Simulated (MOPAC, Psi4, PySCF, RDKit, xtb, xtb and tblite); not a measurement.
Internal rotation in C4H9Br, SMILES C(CBr)CC. Scanned: dihedral C2–C3–C4–Br5; all other coordinates were relaxed at GFN2-xTB. Points at φ and −φ are mirror images.

Geometry of the scan point at 120° (Å):
```
14

C      1.9691     0.0242    -0.1125
C      0.5435     0.5446     0.0193
C     -0.4639    -0.6022     0.1004
C     -1.8974    -0.0936     0.2505
Br    -3.0650    -0.6669    -1.2155
H      2.0738    -0.5779    -1.0123
H      2.2321    -0.5918     0.7447
H      2.6720     0.8514    -0.1692
H      0.3069     1.1732    -0.8425
H      0.4633     1.1622     0.9174
H     -0.3685    -1.2156    -0.7974
H     -0.2144    -1.2387     0.9526
H     -2.3745    -0.4614     1.1570
H     -1.9387     0.9948     0.2412
```

Methods: GFN2-xTB (xtb and tblite); MMFF94 // GFN2-xTB (RDKit); B3LYP/def2-TZVP // GFN2-xTB (Psi4); B3LYP-D3(BJ)/def2-TZVP // GFN2-xTB (Psi4); PBE/def2-TZVP // GFN2-xTB (Psi4); PBE-D3(BJ)/def2-TZVP // GFN2-xTB (Psi4); M06-2X/def2-TZVP // GFN2-xTB (Psi4); UFF // GFN2-xTB (RDKit); PM6, restricted, heats of formation // GFN2-xTB (MOPAC); PM7, restricted, heats of formation // GFN2-xTB (MOPAC); GFN1-xTB // GFN2-xTB (xtb); RKS-B3LYP/6-31G* = restricted B3LYP/6-31G*, spherical d, density fitting // GFN2-xTB run with PySCF 2.14.0; RHF/STO-3G = PySCF with restricted Hartree-Fock/STO-3G // GFN2-xTB; RHF/LANL2DZ = restricted Hartree-Fock/LANL2DZ, with its core potentials past Ne // GFN2-xTB run with PySCF; RKS-B3LYP/3-21G = restricted B3LYP/3-21G // GFN2-xTB in PySCF.

Least-squares fit of E(φ) = a0 + Σ (a_n cos nφ + b_n sin nφ), n = 1 to 4, to the 12 scan points, in kJ/mol above the lowest point of each profile (levels whose profile four harmonics don't fit are not listed):

| method | a0 | a1 | b1 | a2 | b2 | a3 | b3 | a4 | b4 | rms of fit |
|---|---|---|---|---|---|---|---|---|---|---|
| GFN2-xTB | 6.95 | 2.13 | 0.00 | 2.14 | 0.00 | 6.85 | 0.00 | -0.05 | 0.00 | 0.15 |
| MMFF94 | 12.55 | 8.40 | 0.00 | 5.95 | 0.00 | 9.48 | 0.00 | -1.01 | 0.00 | 0.30 |
| B3LYP/def2-TZVP | 9.70 | 4.95 | 0.00 | 3.11 | 0.00 | 8.06 | 0.00 | -0.12 | 0.00 | 0.19 |
| B3LYP-D3(BJ)/def2-TZVP | 8.51 | 3.47 | 0.00 | 3.10 | 0.00 | 8.37 | 0.00 | -0.11 | 0.00 | 0.20 |
| PBE/def2-TZVP | 8.76 | 3.96 | 0.00 | 2.82 | 0.00 | 7.93 | 0.00 | -0.02 | 0.00 | 0.21 |
| PBE-D3(BJ)/def2-TZVP | 8.15 | 3.22 | 0.00 | 2.84 | 0.00 | 8.09 | 0.00 | -0.02 | 0.00 | 0.21 |
| M06-2X/def2-TZVP | 8.67 | 2.61 | 0.00 | 2.68 | 0.00 | 8.72 | 0.00 | -0.20 | 0.00 | 0.19 |
| UFF | 13.20 | 7.21 | 0.00 | 3.82 | 0.00 | 9.53 | 0.00 | -0.65 | 0.00 | 0.22 |
| PM6 | 4.94 | 2.15 | 0.00 | 1.51 | 0.00 | 4.04 | 0.00 | -0.28 | 0.00 | 0.02 |
| PM7 | 5.85 | 3.94 | 0.00 | 2.74 | 0.00 | 4.38 | 0.00 | -0.40 | 0.00 | 0.08 |
| GFN1-xTB | 5.91 | 1.68 | 0.00 | 1.74 | 0.00 | 5.76 | 0.00 | -0.12 | 0.00 | 0.19 |
| RKS-B3LYP/6-31G* | 10.28 | 4.90 | 0.00 | 2.85 | 0.00 | 8.33 | 0.00 | -0.20 | 0.00 | 0.18 |
| RHF/STO-3G | 9.59 | 3.39 | 0.00 | 2.00 | 0.00 | 8.25 | 0.00 | -0.14 | 0.00 | 0.18 |
| RHF/LANL2DZ | 11.03 | 5.83 | 0.00 | 3.42 | 0.00 | 8.45 | 0.00 | -0.48 | 0.00 | 0.18 |
| RKS-B3LYP/3-21G | 9.75 | 3.56 | 0.00 | 2.38 | 0.00 | 8.72 | 0.00 | -0.26 | 0.00 | 0.30 |
